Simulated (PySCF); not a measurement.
## Peak assignment

Molfile (atoms numbered from 1):
```
C8H10Si
     RDKit          3D

 19 18  0  0  0  0  0  0  0  0999 V2000
    5.2863   -1.4895   -1.5473 C   0  0  0  0  0  0  0  0  0  0  0  0
    4.0145   -0.9921   -1.0633 C   0  0  0  0  0  0  0  0  0  0  0  0
    2.9448   -0.5717   -0.6539 C   0  0  0  0  0  0  0  0  0  0  0  0
    1.7445   -0.1035   -0.1968 C   0  0  0  0  0  0  0  0  0  0  0  0
    0.6671    0.3128    0.2080 C   0  0  0  0  0  0  0  0  0  0  0  0
   -0.5605    0.8046    0.7068 C   0  0  0  0  0  0  0  0  0  0  0  0
   -1.6823    0.9414   -0.0305 C   0  0  0  0  0  0  0  0  0  0  0  0
   -2.9889    1.4155    0.4935 C   0  0  0  0  0  0  0  0  0  0  0  0
   -4.2049   -0.0220    0.7562 Si  0  0  0  0  0  4  0  0  0  0  0  0
    5.1429   -2.2280   -2.3523 H   0  0  0  0  0  0  0  0  0  0  0  0
    5.9067   -0.6716   -1.9477 H   0  0  0  0  0  0  0  0  0  0  0  0
    5.8540   -1.9783   -0.7395 H   0  0  0  0  0  0  0  0  0  0  0  0
   -0.5786    1.0919    1.7666 H   0  0  0  0  0  0  0  0  0  0  0  0
   -1.6449    0.6468   -1.0858 H   0  0  0  0  0  0  0  0  0  0  0  0
   -3.4664    2.1185   -0.2106 H   0  0  0  0  0  0  0  0  0  0  0  0
   -2.8722    1.9384    1.4570 H   0  0  0  0  0  0  0  0  0  0  0  0
   -3.6653   -0.9577    1.7870 H   0  0  0  0  0  0  0  0  0  0  0  0
   -5.5265    0.5089    1.2133 H   0  0  0  0  0  0  0  0  0  0  0  0
   -4.3984   -0.7656   -0.5255 H   0  0  0  0  0  0  0  0  0  0  0  0
  1  2  1  0
  2  3  3  0
  3  4  1  0
  4  5  3  0
  5  6  1  0
  6  7  2  0
  7  8  1  0
  8  9  1  0
  1 10  1  0
  1 11  1  0
  1 12  1  0
  6 13  1  0
  7 14  1  0
  8 15  1  0
  8 16  1  0
  9 17  1  0
  9 18  1  0
  9 19  1  0
M  END
```

A single conformation, non-relativistic Hamiltonian, averaged over atoms made equivalent by symmetry, fast rotation or ring inversion, no solvent. Shielding tensors at PBE0/pcSseg-1 (GIAO); PBE0-D3(BJ)/def2-SVP geometry; PySCF 2.14.0 with density-fitted response routines.

Scale: TMS for 13C (184.41 ppm), 1H (31.27 ppm) (reference shieldings calculated alike).

Question: Assign these signals to the numbered atoms. 13C{1H} NMR (computed): δ 154.1 (CH), 115.9 (CH), 86.4 (C), 85.1 (C), 75.5 (C), 71.4 (C), 18.7 (CH2), 5.8 (CH3).

Answer: 
| δ (ppm) | atoms | environment | reason |
| --- | --- | --- | --- |
| 154.1 | C7 | alkene CH | the olefinic region |
| 115.9 | C6 | alkene CH | – |
| 86.4 | C2 | alkyne carbon | the triple bond shields along its axis, which puts it between sp3 and sp2 carbons |
| 85.1 | C4 | alkyne carbon | – |
| 75.5 | C5 | alkyne carbon | – |
| 71.4 | C3 | alkyne carbon | – |
| 18.7 | C8 | allylic sp3 CH2 bonded to Si | – |
| 5.8 | C1 | propargylic methyl carbon | saturated and bonded to C and H only |

C2 and C4 lie closer than the usual error of such a calculation, so a measured spectrum could show them in the other order.

Question: Assign these signals to the numbered atoms. 1H NMR (400 MHz, computed): δ 6.45 (m, 1H), 5.58 (d, 1H), 3.89 (t, 3H), 2.07 (s, 3H), 1.81 (m, 2H).

Answer: 
| δ (ppm) | atoms | environment | reason |
| --- | --- | --- | --- |
| 6.45 | H14 | hydrogen on an alkene CH | attached to an sp2 carbon and in the plane of the double bond |
| 5.58 | H13 | hydrogen on an alkene CH | – |
| 3.89 | H17/H18/H19 | hydrogen on a silicon bonded to C | – |
| 2.07 | H10/H11/H12 | hydrogen on a propargylic methyl carbon | – |
| 1.81 | H15/H16 | hydrogen on an allylic sp3 CH2 bonded to Si | allylic position |

Shifts are as computed. Against solution values, carbons near 30 ppm lie about +2 ppm off and those near 130 ppm about +5 ppm. Of 1211 compounds with measured shifts, 218 miss one by over three times the rms of a fit or turn the order of signals round; such compounds aren't used in these exercises. Multiplicities follow the n + 1 count of equivalent neighbours, as no J values were calculated; m marks all less simple cases, F and P coupling included.
